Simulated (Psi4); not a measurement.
C3H3, doublet, at a GFN2-xTB geometry; R2SCAN/3-21G run with Psi4.

The Psi4 input:
```
memory 2 GB

molecule {
0 2
  C     0.01137253    0.00043044    0.89107543
  C     0.06264617   -0.66008582   -0.41729858
  C     0.04247067    0.66144996   -0.41767946
  H    -0.79304238   -0.01164344    1.60888743
  H     0.07098274   -1.56700412   -0.97228411
  H     0.02312338    1.56788010   -0.97318762
symmetry c1
no_reorient
no_com
}

set basis 3-21g
set reference uks

energy('r2scan')
print_variables()
```

Output, abridged:

```
   => Loading Basis Set <=

    Name: 3-21G
    Role: ORBITAL
    Keyword: BASIS

         ---------------------------------------------------------
                                   SCF
               by Justin Turney, Rob Parrish, Andy Simmonett
                          and Daniel G. A. Smith
                              UKS Reference
         ---------------------------------------------------------

  ==> Geometry <==

    Molecular point group: c1
    Full point group: C1

    Geometry (in Angstrom), charge = 0, multiplicity = 2:

       Center              X                  Y                   Z               Mass
    ------------   -----------------  -----------------  -----------------  -----------------
         C            0.011372530000     0.000430440000     0.891075430000    12.000000000000
         C            0.062646170000    -0.660085820000    -0.417298580000    12.000000000000
         C            0.042470670000     0.661449960000    -0.417679460000    12.000000000000
         H           -0.793042380000    -0.011643440000     1.608887430000     1.007825032230
         H            0.070982740000    -1.567004120000    -0.972284110000     1.007825032230
         H            0.023123380000     1.567880100000    -0.973187620000     1.007825032230

  Running in c1 symmetry.

  Rotational constants: A =      1.05616  B =      0.89035  C =      0.49813 [cm^-1]
  Rotational constants: A =  31663.02276  B =  26692.13879  C =  14933.69244 [MHz]
  Nuclear repulsion =   57.958389962520712

  Charge       = 0
  Multiplicity = 2
  Electrons    = 21
  Nalpha       = 11
  Nbeta        = 10

  ==> Algorithm <==

  SCF Algorithm Type is DF.
  DIIS enabled.
  MOM disabled.
  Fractional occupation disabled.
  Guess Type is SAD.
  Energy threshold   = 1.00e-06
  Density threshold  = 1.00e-06
  Integral threshold = 1.00e-12

  ==> Primary Basis <==

  Basis Set: 3-21G
    Blend: 3-21G
    Number of shells: 21
    Number of basis functions: 33
    Number of Cartesian functions: 33
    Spherical Harmonics?: false
    Max angular momentum: 1

  ==> DFT Potential <==

   => LibXC <=

    Version 7.1.2
    S. Lehtola, C. Steigemann, M. J. T. Oliveira, and M. A. L. Marques,  SoftwareX 7, 1–5 (2018) (10.1016/j.softx.2017.11.002)

   => Composite Functional: R2SCAN <=

    r2SCAN Meta-GGA XC Functional  (0.1021/acs.jpclett.0c02405)
    J. W. Furness, A. D. Kaplan, J. Ning, J. P. Perdew, J. Sun  J. Phys. Chem. Lett.  11, 8208–8215, 2020

    Deriv               =              1
    GGA                 =           TRUE
    Meta                =           TRUE

    Exchange Hybrid     =          FALSE
    MP2 Hybrid          =          FALSE

   => Exchange Functionals <=

    1.0000   XC_MGGA_X_R2SCAN

   => Correlation Functionals <=

    1.0000   XC_MGGA_C_R2SCAN

   => LibXC Density Thresholds  <==

    XC_MGGA_C_R2SCAN:  1.00E-15
    XC_MGGA_X_R2SCAN:  1.00E-11

   => Molecular Quadrature <=

    Radial Scheme          =       TREUTLER
    Pruning Scheme         =           NONE
    Nuclear Scheme         =       TREUTLER

    Blocking Scheme        =         OCTREE
    BS radius alpha        =              1
    Pruning alpha          =              1
    Radial Points          =             75
    Spherical Points       =            302
    Total Points           =         128540
    Total Blocks           =           1042
    Max Points             =            256
    Max Functions          =             33
    Weights Tolerance      =       1.00E-15

   => Loading Basis Set <=

    Name: (3-21G AUX)
    Role: JKFIT
    Keyword: DF_BASIS_SCF

  ==> Integral Setup <==

  SCF_SUBTYPE=INCORE selected. In-core MEM_DF algorithm will be used.
  Using in-core AOs.

  ==> MemDFJK: Density-Fitted J/K Matrices <==

    J tasked:                   Yes
    K tasked:                    No
    wK tasked:                   No
    Algorithm:                 Core
    Schwarz Cutoff:           1E-12
    Mask sparsity (%):       0.0000
    Fitting Condition:        1E-10

   => Auxiliary Basis Set <=

  Basis Set: (3-21G AUX)
    Blend: DEF2-UNIVERSAL-JKFIT
    Number of shells: 93
    Number of basis functions: 327
    Number of Cartesian functions: 327
    Spherical Harmonics?: false
    Max angular momentum: 4

  Minimum eigenvalue in the overlap matrix is 6.3748300182E-03.
  Reciprocal condition number of the overlap matrix is 1.4890403668E-03.
    Using symmetric orthogonalization.

  ==> Pre-Iterations <==

  SCF Guess: Superposition of Atomic Densities via on-the-fly atomic UHF (no occupation information).

   -------------------------
    Irrep   Nso     Nmo
   -------------------------
     A         33      33
   -------------------------
    Total      33      33
   -------------------------

  ==> Iterations <==

                           Total Energy        Delta E     RMS |[F,P]|

   @DF-UKS iter SAD:  -115.00088417741938   -1.15001e+02   0.00000e+00
   @DF-UKS iter   1:  -115.10118112738751   -1.00297e-01   1.39375e-02 ADIIS/DIIS
   @DF-UKS iter   2:  -115.11440658133580   -1.32255e-02   1.32319e-02 ADIIS/DIIS
   @DF-UKS iter   3:  -115.22081649251651   -1.06410e-01   1.34486e-03 ADIIS/DIIS
   @DF-UKS iter   4:  -115.22162619233129   -8.09700e-04   7.90325e-04 ADIIS/DIIS
   @DF-UKS iter   5:  -115.22200497947635   -3.78787e-04   7.00386e-05 DIIS
   @DF-UKS iter   6:  -115.22201274009717   -7.76062e-06   1.57351e-05 DIIS
   @DF-UKS iter   7:  -115.22201317465132   -4.34554e-07   4.23506e-06 DIIS
   @DF-UKS iter   8:  -115.22201319614825   -2.14969e-08   8.93176e-07 DIIS
  Energy and wave function converged.

  ==> Post-Iterations <==

   Electrons on quadrature grid:
      Nalpha   =   10.9999998976 ; deviation = -1.024e-07
      Nbeta    =   10.0000004450 ; deviation = 4.450e-07
      Ntotal   =   21.0000003427 ; deviation = 3.427e-07

   @Spin Contamination Metric:   2.829401617E-03
   @S^2 Expected:                7.500000000E-01
   @S^2 Observed:                7.528294016E-01
   @S   Expected:                5.000000000E-01
   @S   Observed:                5.000000000E-01

    Orbital Energies [Eh]
    ---------------------

    Alpha Occupied:

       1A    -10.028184     2A    -10.027297     3A    -10.009433
       4A     -0.879258     5A     -0.562138     6A     -0.551707
       7A     -0.486808     8A     -0.370811     9A     -0.314503
      10A     -0.294586    11A     -0.135380

    Alpha Virtual:

      12A     -0.038301    13A      0.131201    14A      0.140321
      15A      0.173806    16A      0.178296    17A      0.278590
      18A      0.379556    19A      0.685742    20A      0.709030
      21A      0.711662    22A      0.729115    23A      0.783481
      24A      0.822118    25A      0.874563    26A      0.878780
      27A      0.985410    28A      1.062312    29A      1.066741
      30A      1.214315    31A      1.459023    32A      1.665581
      33A      1.796463

    Beta Occupied:

       1A    -10.026720     2A    -10.025836     3A     -9.995351
       4A     -0.869072     5A     -0.547825     6A     -0.543454
       7A     -0.474759     8A     -0.344962     9A     -0.296400
      10A     -0.283394

    Beta Virtual:

      11A     -0.024305    12A     -0.022576    13A      0.144944
      14A      0.144978    15A      0.186249    16A      0.191395
      17A      0.308859    18A      0.385683    19A      0.692587
      20A      0.722770    21A      0.729584    22A      0.797262
      23A      0.802631    24A      0.832760    25A      0.894391
      26A      0.914986    27A      0.989998    28A      1.067481
      29A      1.077859    30A      1.221198    31A      1.471623
      32A      1.705732    33A      1.802708

    Final Occupation by Irrep:
              A
    DOCC [    10 ]
    SOCC [     1 ]
    NA   [    11 ]
    NB   [    10 ]

  @DF-UKS Final Energy:  -115.22201319614825

   => Energetics <=

    Nuclear Repulsion Energy =             57.9583899625207124
    One-Electron Energy =                -268.0567111523579342
    Two-Electron Energy =                 112.0507353432814028
    DFT Exchange-Correlation Energy =     -17.1744273495924276
    Empirical Dispersion Energy =           0.0000000000000000
    VV10 Nonlocal Energy =                  0.0000000000000000
    Total Energy =                       -115.2220131961482537

  UHF NO Occupations:
  HONO-2 :    9  A 1.9996685
  HONO-1 :   10  A 1.9992882
  HONO-0 :   11  A 1.0000000
  LUNO+0 :   12  A 0.0007118
  LUNO+1 :   13  A 0.0003315
  LUNO+2 :   14  A 0.0002654
  LUNO+3 :   15  A 0.0000664

Computation Completed

Properties will be evaluated at   0.000000,   0.000000,   0.000000 [a0]

Properties computed using the SCF density matrix

 Multipole Moments:

 ------------------------------------------------------------------------------------
     Multipole            Electronic (a.u.)      Nuclear  (a.u.)        Total (a.u.)
 ------------------------------------------------------------------------------------

 L = 1.  Multiply by 2.5417464519 to convert [e a0] to [Debye]
 Dipole X            :         -0.2973151           -0.0000001           -0.2973152
 Dipole Y            :         -0.0046856            0.0000000           -0.0046856
 Dipole Z            :         -0.5060597            0.0000001           -0.5060596
 Magnitude           :                                                    0.5869537

 ------------------------------------------------------------------------------------

  Variable Map:
  ----------------------------------------------------------------------------
  "CURRENT ENERGY"              =>    -115.222013196148
  "CURRENT REFERENCE ENERGY"    =>    -115.222013196148
  "DD SOLVATION ENERGY"         =>       0.000000000000
  "DFT FUNCTIONAL TOTAL ENERGY" =>    -115.222013196148
  "DFT TOTAL ENERGY"            =>    -115.222013196148
  "DFT VV10 ENERGY"             =>       0.000000000000
  "DFT XC ENERGY"               =>     -17.174427349592
  "GRID ELECTRONS ALPHA"        =>      10.999999897627
  "GRID ELECTRONS BETA"         =>      10.000000445044
  "GRID ELECTRONS TOTAL"        =>      21.000000342671
  "NUCLEAR REPULSION ENERGY"    =>      57.958389962521
  "ONE-ELECTRON ENERGY"         =>    -268.056711152358
  "PCM POLARIZATION ENERGY"     =>       0.000000000000
  "PE ENERGY"                   =>       0.000000000000
  "SCF ITERATION ENERGY"        =>    -115.222013196148
  "SCF ITERATIONS"              =>       8.000000000000
  "SCF TOTAL ENERGY"            =>    -115.222013196148
  "TWO-ELECTRON ENERGY"         =>     112.050735343281
  "XC GRID RADIAL POINTS"       =>      75.000000000000
  "XC GRID SPHERICAL POINTS"    =>     302.000000000000
  "XC GRID TOTAL POINTS"        =>  128540.000000000000

  Array Variable Map:
  ----------------------------------------------------------------------------
  "CURRENT DIPOLE"              =>      -0.297315173103 ... -0.506059633853 1 by 3
  "SCF DIPOLE"                  =>      -0.297315173103 ... -0.506059633853 1 by 3
  "SCF TOTAL ENERGIES"          =>    -115.000884177419 ... -115.222013196148 1 by 9
```
